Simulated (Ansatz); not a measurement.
Ansatz (a program for electronic structure) input (B3LYP-D3(BJ)/def2-TZVP):

Ansatz 0.2 input:
```yaml
crystal:
  periodic: [false, false, false]
  atoms:
    - {symbol: Y, position_ang: [0.27805011, 0.16573761, 0.05928043]}
    - {symbol: F, position_ang: [-1.03189510, 0.77800633, -1.29326829]}
    - {symbol: F, position_ang: [-0.17298869, -1.49620264, 1.03638641]}
basis:
  gaussian:
    orbitals: def2-TZVP
hamiltonian:
  xc: b3lyp
  dispersion: d3bj
magnetization: {spin_polarized: true, initial_magnetization: 1}
phonons: {temperatures: {t_min: 298.15, t_max: 298.15, t_step: 100}}
```

Output:

```
Functional definition: B3LYP
integrals: 0.03 GiB planned
679 factors; their error is unknown
mean field: 0.33 GiB planned
mean field evaluation 1: about -6476.8842 eV, gradient 4.5e1 eV
mean field evaluation 2: about -6412.4696 eV, gradient 1.5e2 eV
mean field evaluation 4: about -6483.3091 eV, gradient 3.1e0 eV
mean field evaluation 8: about -6483.3843 eV, gradient 4.2e-2 eV
mean field evaluation 16: about -6483.3843 eV, gradient 2.6e-5 eV
mean field -6483.38428574 eV, -238.2599779054 hartree, gradient 2.6e-5 eV, S^2 0.750278; 2 other end points of the search recorded, 0 dependent functions left out
the calculation of the forces begins
reference -6483.38452066 eV, -238.2599865384 hartree; 15, 14 occupied and 87, 88 virtual orbitals, 679 factors
these checks for a lower state are left out or cut short: stability, starts, cluster_reference, orbital_swaps, neighbouring_geometries, increment
integrals: 0.03 GiB planned
679 factors; their error is unknown
mean field: 0.33 GiB planned
mean field -6483.38424254 eV, -238.2599763177 hartree, gradient 1.4e-6 eV, S^2 0.750278; 0 other end points of the search recorded, 0 dependent functions left out
the calculation of the forces begins
reference -6483.38447749 eV, -238.2599849521 hartree; 15, 14 occupied and 87, 88 virtual orbitals, 679 factors
these checks for a lower state are left out or cut short: stability, starts, cluster_reference, orbital_swaps, neighbouring_geometries, increment
integrals: 0.03 GiB planned
679 factors; their error is unknown
mean field: 0.33 GiB planned
mean field evaluation 32: about -6483.3842 eV, gradient 9.5e-5 eV
mean field -6483.38424167 eV, -238.2599762856 hartree, gradient 1.5e-6 eV, S^2 0.750278; 0 other end points of the search recorded, 0 dependent functions left out
the calculation of the forces begins
reference -6483.38447654 eV, -238.2599849172 hartree; 15, 14 occupied and 87, 88 virtual orbitals, 679 factors
these checks for a lower state are left out or cut short: stability, starts, cluster_reference, orbital_swaps, neighbouring_geometries, increment
integrals: 0.03 GiB planned
679 factors; their error is unknown
mean field: 0.33 GiB planned
mean field -6483.38426776 eV, -238.2599772444 hartree, gradient 1.8e-6 eV, S^2 0.750278; 0 other end points of the search recorded, 0 dependent functions left out
the calculation of the forces begins
reference -6483.38450272 eV, -238.2599858791 hartree; 15, 14 occupied and 87, 88 virtual orbitals, 679 factors
these checks for a lower state are left out or cut short: stability, starts, cluster_reference, orbital_swaps, neighbouring_geometries, increment
integrals: 0.03 GiB planned
679 factors; their error is unknown
mean field: 0.33 GiB planned
mean field -6483.38424927 eV, -238.2599765650 hartree, gradient 1.7e-6 eV, S^2 0.750278; 0 other end points of the search recorded, 0 dependent functions left out
the calculation of the forces begins
reference -6483.38448414 eV, -238.2599851963 hartree; 15, 14 occupied and 87, 88 virtual orbitals, 679 factors
these checks for a lower state are left out or cut short: stability, starts, cluster_reference, orbital_swaps, neighbouring_geometries, increment
integrals: 0.03 GiB planned
679 factors; their error is unknown
mean field: 0.33 GiB planned
mean field -6483.38426484 eV, -238.2599771371 hartree, gradient 1.8e-6 eV, S^2 0.750278; 0 other end points of the search recorded, 0 dependent functions left out
the calculation of the forces begins
reference -6483.38449972 eV, -238.2599857689 hartree; 15, 14 occupied and 87, 88 virtual orbitals, 679 factors
these checks for a lower state are left out or cut short: stability, starts, cluster_reference, orbital_swaps, neighbouring_geometries, increment
integrals: 0.03 GiB planned
679 factors; their error is unknown
mean field: 0.33 GiB planned
mean field evaluation 64: about -6483.3843 eV, gradient 2.0e-6 eV
mean field -6483.38426919 eV, -238.2599772969 hartree, gradient 2.0e-6 eV, S^2 0.750278; 0 other end points of the search recorded, 0 dependent functions left out
the calculation of the forces begins
reference -6483.38450414 eV, -238.2599859311 hartree; 15, 14 occupied and 87, 88 virtual orbitals, 679 factors
Total energy: -6483.44934424 eV, -238.2623687611 hartree
Atom 0 at     0.278050     0.165738     0.059280 Å, force    -0.000477    -0.000284    -0.000102 eV/Å
Atom 1 at    -1.031895     0.778006    -1.293268 Å, force     0.000375    -0.000220     0.000422 eV/Å
Atom 2 at    -0.172989    -1.496203     1.036386 Å, force     0.000102     0.000504    -0.000320 eV/Å
Dipole moment:     0.541276     0.322639     0.115400 e Å
Vibrations: 124.31 591.72 595.77 cm⁻¹, zero-point energy 0.081321 eV
```

The spin state was set by rule; other spins were not relaxed.
